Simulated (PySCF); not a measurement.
## Correlation energy of N (nitrogen, neutral)

[He] 2s2 2p3, high-spin 4S determinant. Calculation: PySCF 2.14, in aug-cc-pwCVDZ (5s4p2d, 27 functions); no relativity, point nucleus. Frozen: 1s2; 5 electrons correlated.

| level | correlation energy (mhartree) |
| --- | --- |
| CCSD | -96.15 |
| (T) | -1.36 |
| CCSD(T) | -97.51 |
| CCSDT | -97.76 |

Diagnostics: T1 = 0.0078, D1 = 0.0121, largest double amplitude 0.029.

Q: Is a single reference adequate?

A: Yes: T1 lies below 0.03 and no double amplitude reaches 0.07.
